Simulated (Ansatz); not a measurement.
Basis-set extrapolation for CH₆S₃Si, SMILES `[SiH3]CSSS` (PBE0-D4/def2-TZVP geometry, frozen core, Ansatz 0.2.0). Multiplicity 1, RHF reference.

```tsv
	def2-TZVPP	def2-QZVPP
HF	-1522.948126	-1522.993420
MP2 correlation	-0.831446	-0.901219
CCSD(T) correlation	-0.947062	not run
```

Energies in hartree. Use E(X) = E(∞) + A·exp(−7.88·√X) for Hartree–Fock and E(X) = E(∞) + B·X^(−2.97) for correlation, with X = 3 and 4, and add CCSD(T) minus MP2 of the smaller set to the MP2 limit.

Problem. What is the CCSD(T) energy at the basis-set limit?

Solution. HF limit: -1522.993420 + (-0.045294) × 0.13774 = -1522.99966. MP2 limit: -0.901219 + (-0.069773) × 0.74074 = -0.95290. Higher-order term: -0.947062 − (-0.831446) = -0.11562. Total: -1524.06818 hartree, 454.2 kJ/mol below CCSD(T)/def2-TZVPP.
